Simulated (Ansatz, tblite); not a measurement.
Cost and result up the ladder for the cluster Li₂F₂⁺ (4 atoms). Charge 1, multiplicity 2. Geometry: PBE0-D4/def2-TZVP.

```csv
atom,x (Å),y (Å),z (Å)
Li1,-0.3745,-1.5172,0.1301
Li2,0.3748,1.5172,-0.1300
F3,0.9237,-0.2126,0.1817
F4,-0.9240,0.2127,-0.1819
```

Ansatz on 4 threads of Arm Neoverse V2 on a shared host; xTB runs through tblite on one thread. Times are rough, summed over both states, and most runs start from the orbitals of an earlier one. ωB97M-V/def2-TZVP serves as the yardstick here, not as an exact answer. Differences are given only for rows in sets of like size (and for xTB, whose basis is part of the method), since another set adds its own error. The other state is a quartet at its own geometry, which has other bonds, so the gap mixes isomer and spin.

The xTB rows come from tblite. LC-ωPBE has ω = 0.4 bohr⁻¹. Correlated methods freeze 2 core orbitals; core or outer-core shells of Li are correlated, in sets that lack core-valence functions. In the doublet, F3 and F4 lie 1.93 Å apart (atoms count from 1), so these atoms are partly bonded to each other. In the quartet geometry the species has come apart into loosely held pieces. The structure comes from a short search, and lower isomers may exist.

Run but left out: HF/def2-TZVPP, MP2/def2-TZVPP, CCSD/def2-TZVPP, CCSD(T)/def2-TZVPP (flagged by the program: other roots).

Correlated methods converge slowly with the basis.

xTB has no spin-polarisation term.

| level | functions | wall time | quartet − doublet (eV) | difference from ωB97M-V/def2-TZVP (eV) |
| --- | --- | --- | --- | --- |
| GFN2-xTB | 16 | 0.004 s | 7.77 | -0.70 |
| GFN1-xTB | 16 | 0.008 s | 7.56 | -0.92 |
| HF/STO-3G | 20 | 0.2 s | 5.65 | – |
| MP2/def2-TZVP | 90 | 0.65 s | 7.86 | -0.61 |
| revPBE-D4/def2-TZVP | 90 | 1.6 s | 7.68 | -0.79 |
| PBE-D4/def2-TZVP (with forces) | 90 | 1.6 s | 8.05 | -0.43 |
| BLYP-D4/def2-TZVP | 90 | 1.6 s | 7.95 | -0.52 |
| RPA@PBE/def2-TZVP | 90 | 1.9 s | 7.38 | -1.09 |
| LC-ωPBE/def2-TZVP | 90 | 2.2 s | 8.15 | -0.33 |
| PBE0-D4/def2-TZVP | 90 | 2.4 s | 7.91 | -0.56 |
| CAM-B3LYP-D4/def2-TZVP | 90 | 2.6 s | 8.22 | -0.25 |
| r2SCAN-D4/def2-TZVP | 90 | 4.6 s | 8.23 | -0.25 |
| ωB97M-V/def2-TZVP | 90 | 12 s | 8.47 | 0.00 |
